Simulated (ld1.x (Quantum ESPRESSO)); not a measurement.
# Reading a pseudo-wave (Gd)

Columns: radius, all-electron u(r) and pseudo u(r) of the 6p shell (level -1.13 eV) of gadolinium in the configuration [Kr] 4d10 4f7 5s2 5p6 5d2 6s1 6p0; PBE, scalar-relativistic, ultrasoft scheme, ld1.x (Quantum ESPRESSO) 7.5.

```
r (bohr)  all-electron   pseudo
   0.170       -0.0666  -0.0208
   0.340        0.0560  -0.0774
   0.510        0.0915  -0.1538
   0.680        0.0049  -0.2291
   0.850       -0.0923  -0.2834
   1.020       -0.1531  -0.3041
   1.190       -0.1727  -0.2879
   1.360       -0.1597  -0.2408
   1.530       -0.1249  -0.1747
   1.700       -0.0775  -0.1022
   1.870       -0.0241  -0.0329
   2.040        0.0308   0.0291
   2.210        0.0845   0.0844
   2.380        0.1352   0.1352
   2.550        0.1820   0.1820
   2.720        0.2247   0.2247
   2.890        0.2629   0.2629
   3.060        0.2969   0.2969
   3.230        0.3267   0.3267
   3.400        0.3526   0.3526
   3.570        0.3746   0.3746
   3.740        0.3931   0.3931
   3.910        0.4083   0.4083
   4.080        0.4203   0.4203
   4.250        0.4294   0.4294
   4.420        0.4359   0.4359
```

Question: How many radial nodes do the two functions have?

Answer: The all-electron 6p function has n − l − 1 = 4 (the table is too coarse to show those close to the nucleus); the pseudo-wave has 1, since 1 lower shell of the same l stays in the valence.

Question: At about which radius was the pseudo-wave matched?

Answer: 2.35 bohr, where the columns begin to agree (steps of 0.17 bohr).

Question: Is the pseudo-wave norm-conserving?

Answer: No, it belongs to an ultrasoft set: the norm inside the radius is not constrained, and the difference is carried by the augmentation charge.
